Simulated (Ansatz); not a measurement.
`O[SiH2]PS` + H₂ → `PS` + `O[SiH3]` at 298.15 K and 1 bar (hydrogenolysis of a P–Si bond).

Computed with Ansatz on PBE0-D4/def2-TZVP structures; ΔE is electronic, products minus reactants. CBS: MP2 limit from def2 TZ/QZ plus the TZ coupled-cluster correction, frozen cores. This one scheme is used for every species. Each species was taken in one conformer, which may not be the lowest.

| species | CCSD(T)/CBS energy (Eh) | H − E (kJ/mol) | S (J/(mol·K)) |
| --- | --- | --- | --- |
| `O[SiH2]PS` | -1106.03176 | 155.8 | 350.9 |
| H₂ | -1.17544 | 35.1 | 130.4 |
| `PS` | -740.51379 | 83.7 | 266.5 |
| `O[SiH3]` | -366.69042 | 113.6 | 257.8 |

H − E and S are ideal-gas, rigid-rotor, harmonic terms from PBE0-D4/def2-TZVP, for one conformer and one mirror image of each species. The MP2-based limit puts H₂ 0.8 mEh under its directly extrapolated value; such offsets cancel only in part. 1 Eh = 2625.50 kJ/mol, R = 8.31446 J/(mol·K).

Problem. By hand: ΔE, ΔH, ΔS and ΔG.

Solution. ΔE = (-740.51379) + (-366.69042) − (-1106.03176) − (-1.17544) = 0.00299 Eh = 7.9 kJ/mol. Δ(H − E) = 83.7 + 113.6 − 155.8 − 35.1 = 6.4, so ΔH = 14.3 kJ/mol. ΔS = 266.5 + 257.8 − 350.9 − 130.4 = 43.0 J/(mol·K). ΔG = 14.3 − 298.15 × (43.0)/1000 = 1.5 kJ/mol.

Problem. By hand: the equilibrium constant, and the temperature at which ΔG would vanish if ΔH and ΔS stayed fixed.

Solution. log₁₀ K = −ΔG/(RT ln 10) = -0.3. ΔG = 0 at ΔH/ΔS = 333 K.

TΔS isn't small against ΔH here. The sign of ΔG lies within the doubt. A doubt of 5 kJ/mol in ΔE shifts log₁₀ K by 0.9 here. Other conformers and mirror images would add mixing entropy, several J/(mol·K) or more a flexible species. These are equilibria of isolated gas molecules and say nothing of rates. Largest T1 diagnostic: 0.013 (customary marks: 0.02 for closed shells, 0.045 for open ones).
